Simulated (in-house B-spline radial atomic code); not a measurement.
Settings and results of a run for Sb V (Sb4+) (an excited or competing configuration). Level of theory: scalar-relativistic (X2C) r2SCAN0, spin-polarised, spherical fractional occupations, exact exchange averaged over the configuration, Fermi nucleus of rms radius 4.6802 fm; calculated with a B-spline radial code for spherical atoms.

Command:
```bash
python run_scf.py task.json out
```
Settings (nuclear radius in fm, mass in u):
```
Z                51
configuration    [Kr] 4d10 6d1
hamiltonian      x2c
method           r2scan0
spin_polarised   True
nucleus          fermi
rms_radius       4.6802
atomic_mass      120.90381
speed_of_light   137.035999084
exact_exchange   averaged over the configuration
```

Output (hartree, bohr):
```
 radial grid: 74 intervals, B-splines of order 8, outer radius 40.8511 bohr

 iter        energy (Eh)    residual
    1       -6475.965354    1.09e-01
    2       -6475.976483    1.77e-03
    3       -6475.976502    9.49e-04
    4       -6475.976505    4.93e-04
    5       -6475.976506    1.34e-05
    6       -6475.976506    5.44e-06
    7       -6475.976506    4.08e-07

 total energy                     -6475.97651
 kinetic                            6834.1975
 electron-nucleus                 -15640.5737
 Hartree                            2501.0980
 exact exchange                      -42.0096
 exchange-correlation               -128.6887

 orbital      occ     eigenvalue          <r>       <r^2>       <1/r>       r_max
 1s up      1.000     -1118.6076    0.0278336  0.00105947      56.876     0.01765
 1s down    1.000     -1118.6075    0.0278336  0.00105947      56.876     0.01765
 2s up      1.000      -173.1376     0.122032   0.0176295     12.9321      0.1035
 2s down    1.000      -173.1368     0.122032   0.0176294     12.9321      0.1035
 2p up      3.000      -155.5847     0.106862   0.0139593     11.9726     0.08276
 2p down    3.000      -155.5840     0.106862   0.0139593     11.9726     0.08276
 3s up      1.000       -36.0126     0.329337    0.124143     4.54958      0.2995
 3s down    1.000       -36.0124     0.329336    0.124142     4.54958      0.2995
 3p up      3.000       -30.2128     0.327752    0.124728     4.24132      0.2931
 3p down    3.000       -30.2124      0.32775    0.124726     4.24132      0.2931
 3d up      5.000       -21.3326     0.305137    0.110355     3.97893      0.2446
 3d down    5.000       -21.3319     0.305138    0.110355     3.97891      0.2446
 4s up      1.000        -7.6836     0.792062    0.708519     1.77018       0.724
 4s down    1.000        -7.6822     0.792192    0.708778     1.76988       0.724
 4p up      3.000        -5.8776      0.85032    0.823232     1.60151       0.763
 4p down    3.000        -5.8763     0.850473    0.823533     1.60118       0.763
 4d up      5.000        -3.1981      1.00088     1.16798     1.31784      0.8438
 4d down    5.000        -3.1964      1.00031     1.16621     1.31821      0.8439
 6d up      1.000        -0.6002      5.34955     32.0558    0.250927        5.47
```

Cost of the run: 0.55 s on 1 thread of Arm Neoverse N1, with other jobs on the host.

One-electron X2C: radii and densities carry no picture-change correction, so inner-shell <1/r> comes out high (for 1s by about 2 % at Z = 33, 5 % at 54, 10 % at 75, 30 % at 118) and <r> low.
